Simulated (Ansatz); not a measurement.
`B[SiH]1BS1`, charge 0, multiplicity 1.

(1) Give a relaxed structure at PBE0-D4/def2-TZVP (Ansatz). (Best estimate.)

Answers

(1) Ansatz gave: 
Z-matrix (Å, degrees):
```
Si
B 1 1.968
S 1 2.194 2 49.1
B 1 1.966 2 119.4 3 100.2
H 1 1.484 2 117.8 3 -95.4
H 2 1.184 1 151.7 3 178.5
H 4 1.195 1 121.6 2 136.1
H 4 1.194 1 119.0 2 -39.4
```
